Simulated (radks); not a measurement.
Results of a calculation; reference values are marked as such.
Cd+, 47 electrons, occupied as [Kr] 4d10 5s1 (the NIST ground configuration). Level of theory: scalar-relativistic Kohn-Sham, SCAN, spin-polarised, spherical densities, finite nucleus; open shells are filled with parallel spins first (spin-orbit coupling, left out, can overturn this in heavy ions); meta-GGA in the generalised Kohn-Sham scheme; Fermi nuclear charge, rms radius 4.6087 fm (a radial shooting solver on a logarithmic mesh with Libxc functionals).

Normalised radial functions P(r) = r R(r), r in bohr:

```
   r/bohr * 4p down, o 4p up (the largest magnitude, 1.17, reaches the edge; | marks zero, & curves that meet)
 0.003276                             &
 0.003783                             &
 0.004369                             &
 0.005046                             &
 0.005827                             &
  0.00673                             |&
 0.007772                             |&
 0.008976                             |&
  0.01037                             |&
  0.01197                             |&
  0.01383                             | &
  0.01584                             | &
  0.01829                             |  &
  0.02113                             |  &
   0.0244                             |   &
  0.02818                             |    &
  0.03254                             |     &
  0.03758                             |      &
   0.0434                             |       &
  0.05013                             |        &
  0.05789                             |        &
  0.06686                             |         &
  0.07721                             |        &
  0.08917                             |       &
   0.1022                             |     &
    0.118                             |   &
   0.1363                             &
   0.1574                         &   |
   0.1817                     &       |
   0.2099                 &           |
   0.2424               &             |
   0.2799               &             |
   0.3233                 &           |
   0.3734                      &      |
   0.4312                             &
    0.498                             |       &
   0.5751                             |               &
   0.6589                             |                     &
   0.7609                             |                         &
   0.8788                             |                          &
    1.015                             |                        &
    1.172                             |                    &
    1.354                             |               &
    1.563                             |          &
    1.805                             |      &
    2.085                             |   &
    2.408                             | &
    2.781                             |&
    3.212                             &
     3.68                             &
    4.249                             &
    4.908                             &
    5.668                             &
    6.546                             &
    7.559                             &
     8.73                             &
```

4p down: eigenvalue -77.939 eV, 2 radial nodes at r = 0.136, 0.430 bohr, <r> = 0.961 bohr, 90 % of the charge inside 1.42 bohr. 4p up: eigenvalue -77.914 eV, 2 radial nodes at r = 0.136, 0.430 bohr, <r> = 0.962 bohr, 90 % of the charge inside 1.42 bohr.
